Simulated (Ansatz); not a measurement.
Cost and result for the atomization energy of CH$_{4}$BFO (`OBCF`) (8 atoms, 7 bonds).

The species carries charge 0 and has multiplicity 1. Geometry: relaxed with PBE0-D4/def2-TZVP. It is one conformer, not always the lowest. Program: Ansatz. All runs use 2 threads of an Arm Neoverse V1 on a shared host. Times are those of one run each, without the atoms' runs, and a repeat can differ threefold. Electronic energies, without spin–orbit coupling; frozen cores. CCSD(T)/CBS adds CCSD(T) − MP2 in def2-TZVPP to the MP2 limit, and its time is that of the two runs behind it. T1 = 0.012. HSE06 is the plane-wave form, built on full-range PBE exchange.

CCSD(T)/CBS is a level of theory with its own doubt, some kJ/mol a heavy atom from the limit and from the frozen cores, so smaller differences don't rank the functionals.

```tsv
level	functions	wall time
revPBE-D4/def2-TZVPP	180	1.8 s
BLYP-D4/def2-TZVPP	180	1.8 s
PBE-D4/def2-TZVPP (with forces)	180	2.2 s
CCSD(T)/def2-SVP	76	2.3 s
HSE06-D4/def2-TZVPP	180	2.5 s
PBE-QIDH/def2-TZVPP	180	3.9 s
r2SCAN-D4/def2-TZVPP (with forces)	180	4.2 s
r2SCANh-D4/def2-TZVPP	180	4.2 s
ωB97X-V/def2-TZVPP	180	7 s
ωB97M-V/def2-TZVPP (with forces)	180	8.5 s
MP2/def2-QZVPP	348	16 s
CCSD(T)/def2-TZVPP	180	57 s
CCSD(T)/CBS(def2)	–	73 s
```

(1) What atomization energy does each give, and how far from CCSD(T)/CBS? (An estimate is asked.)

Answers

(1) Computed: 
```csv
level,atomization (kcal/mol),difference from CCSD(T)/CBS,per bond
revPBE-D4/def2-TZVPP,740.2,-2.8,-0.4
BLYP-D4/def2-TZVPP,746.3,3.3,0.5
PBE-D4/def2-TZVPP (with forces),761.9,18.9,2.7
CCSD(T)/def2-SVP,708.8,-34.2,-4.9
HSE06-D4/def2-TZVPP,745.6,2.6,0.4
PBE-QIDH/def2-TZVPP,739.0,-4.0,-0.6
r2SCAN-D4/def2-TZVPP (with forces),747.5,4.5,0.6
r2SCANh-D4/def2-TZVPP,741.6,-1.4,-0.2
ωB97X-V/def2-TZVPP,744.8,1.8,0.3
ωB97M-V/def2-TZVPP (with forces),747.5,4.5,0.6
MP2/def2-QZVPP,753.8,10.8,1.5
CCSD(T)/def2-TZVPP,724.9,-18.1,-2.6
CCSD(T)/CBS(def2),743.0,0.0,0.0
```

At CCSD(T), def2-SVP lies −34.1 kcal/mol from the extrapolated value and def2-TZVPP −18.1 kcal/mol: correlation converges slowly with the basis, and small sets miss more of it in the bonded molecule than in its fragments. The D4 term adds +3.5 kcal/mol with B3LYP and +1.8 kcal/mol with PBE0; it sums over pairs of atoms, weighted by their polarisabilities, and B3LYP, whose exchange is more repulsive, gets the larger term. In def2-TZVPP, CCSD(T) changes the Hartree–Fock value by +175.4 kcal/mol (the triples alone add +10.3 kcal/mol) and MP2 by +193.6 kcal/mol; breaking electron pairs costs correlation energy, which Hartree–Fock lacks.

B3LYP here is the variant with VWN-RPA as its local correlation; programs differ in this.
